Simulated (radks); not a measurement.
Problem. Calculated with a radial shooting solver on a logarithmic mesh with Libxc functionals: non-relativistic Kohn-Sham, LDA (Slater exchange, Perdew-Wang correlation), spin-polarised, spherical densities, point nucleus; open shells are filled with parallel spins first (spin-orbit coupling, left out, can overturn this in heavy ions). Response by self-consistent Sternheimer equations with the Hartree and adiabatic LDA kernel. For heavy and open-shell atoms this level of theory can miss by tens of per cent. Estimate the static dipole polarisabilities of Nb ([Kr] 4d4 5s1) and Al+ ([Ne] 3s2) and the C6 coefficients of the three pairs.

Solution. alpha = 92.79 and 23.48 bohr^3; C6 = 1032 (Nb-Nb), 339.4 (Nb-Al+), 117.0 (Al+-Al+) hartree bohr^6.
